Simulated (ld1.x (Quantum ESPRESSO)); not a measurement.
## Which change was made? (S, TM)

- Element: sulfur
- Generator: ld1.x (Quantum ESPRESSO) 7.5
- Type: norm-conserving Troullier–Martins (Kleinman–Bylander form)
- Functional: LDA (PZ)
- Relativity: non-relativistic
- Frozen core: [Ne]
- Valence charge: 6
- Reference configuration: 3s2 3p4
- Partial waves: 3s (bound): rc 1.05 bohr; 3p (bound): rc 1.50 bohr; 3d channel at 0.25 Ry: rc 1.35 bohr
- Local potential: the d channel
- Core correction: a·sin(br)/r model core, default radius (core density twice the valence density)

Cutoffs, loose and tight: the cutoffs (Ry, on a coarse ladder) from which the occupation-weighted sum of valence levels, in a spherical-Bessel basis at the reference potential, stays within 10 and 1 mRy of its value at 400 Ry. They do not see the model core or the augmentation charge, which bear on the density cutoff. Test errors are all-electron minus pseudo excitation energies from the reference, over the configurations 3s2 3p3; 3s2 3p2; 3s2 3p1; 3s2 3p0; 3s1 3p4; 3s2 3p4.3; 3s1 3p5 (two spin-polarised tests are not counted in the largest error); variants that change the core or the reference have their own tests.

The base gives: outcome: generated; cutoff, loose: 70 Ry; cutoff, tight: 200 Ry; bound ghosts: none; largest test error (meV): +551.

(1) After one change the result is: outcome: generated; cutoff, loose: 70 Ry; cutoff, tight: 200 Ry; bound ghosts: s; largest test error (meV): +57. Which change was it?
A. wave 3d channel at 0.25 Ry: rc 1.35 bohr becomes 3d channel at 0.25 Ry: rc 0.94 bohr
B. all radii but the core radius scaled by about 0.95 (s 1.00, p 1.42, d 1.28 bohr)
C. local potential the s channel
D. wave 3s (bound): rc 1.05 bohr becomes 3s (bound): rc 0.86 bohr

## Answers

(1) A. The others give: local potential the s channel → outcome: generated; cutoff, loose: 80 Ry; cutoff, tight: 200 Ry; bound ghosts: none; largest test error (meV): +277 | wave 3s (bound): rc 1.05 bohr becomes 3s (bound): rc 0.86 bohr → outcome: generated; cutoff, loose: 300 Ry; cutoff, tight: over 300 Ry; bound ghosts: none; largest test error (meV): +582 | all radii but the core radius scaled by about 0.95 (s 1.00, p 1.42, d 1.28 bohr) → outcome: generated; cutoff, loose: 80 Ry; cutoff, tight: 230 Ry; bound ghosts: none; largest test error (meV): +729.
